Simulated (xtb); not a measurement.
Te(Me)(SiMe3) (C₄H₁₂SiTe), SMILES C[Te][Si](C)(C)C. All values are semi-empirical tight-binding results from xtb (GFN2-xTB unless named), good for trends rather than for accurate numbers. Coordinates come from a GFN2-xTB optimisation. The values are those of a single conformer.

Optimised geometry:

Bonds (Å): Te1–C2 2.161, Te1–Si6 2.525, C2–H3 1.081, C2–H4 1.080, C2–H5 1.081, Si6–C7 1.903, Si6–C8 1.911, Si6–C9 1.910, C7–H10 1.085, C7–H11 1.085, C7–H12 1.085, C8–H13 1.086, C8–H14 1.086, C8–H15 1.086, C9–H16 1.086, C9–H17 1.086, C9–H18 1.086. Angles (°): C2–Te1–Si6 93.2, Te1–C2–H3 110.6, Te1–C2–H4 108.1, Te1–C2–H5 110.5, H3–C2–H4 109.0, H3–C2–H5 109.5, H4–C2–H5 109.0, Te1–Si6–C7 106.8, Te1–Si6–C8 111.3, Te1–Si6–C9 111.1, C7–Si6–C8 109.5, C7–Si6–C9 109.8, C8–Si6–C9 108.4, Si6–C7–H10 110.9, Si6–C7–H11 111.1, Si6–C7–H12 111.3, H10–C7–H11 107.8, H10–C7–H12 107.9, H11–C7–H12 107.7, Si6–C8–H13 111.2, Si6–C8–H14 111.1, Si6–C8–H15 111.5, H13–C8–H14 107.6, H13–C8–H15 107.8, H14–C8–H15 107.5, Si6–C9–H16 110.9, Si6–C9–H17 111.3, Si6–C9–H18 111.4, H16–C9–H17 107.7, H16–C9–H18 107.5, H17–C9–H18 107.8.
Charge 0, spin multiplicity 1.

**Question.** Estimate the properties. (The exact figures need the calculation; the answer reports its results.)

**Answer.** 
The orbital gap is 3.94 eV. The zero-point energy is 92.6 kcal/mol. The G − E(el) at 298.15 K (modified RRHO) comes out as 68.0 kcal/mol, the static polarisability (D4 model) comes out as 116.4 bohr³ and the solvation energy, GFN2-xTB/ALPB(water) is -1.6 kcal/mol. The solvation energy, GFN2-xTB/ALPB(ether) is -7.1 kcal/mol.

**Question.** Give the atomic charges and the Wiberg bond orders between heavy atoms. (An estimate is asked for; the answer gives what the named calculation found.)

**Answer.** charges (e) Te1 -0.03, C2 -0.12, H3 0.01, H4 0.02, H5 0.02, Si6 0.46, C7 -0.21, C8 -0.20, C9 -0.20, H10 0.02, H11 0.02, H12 0.03, H13 0.04, H14 0.03, H15 0.03, H16 0.03, H17 0.03, H18 0.03. Bond orders Te1–C2 0.96, Te1–Si6 0.93, Si6–C7 0.88, Si6–C8 0.89, Si6–C9 0.89.
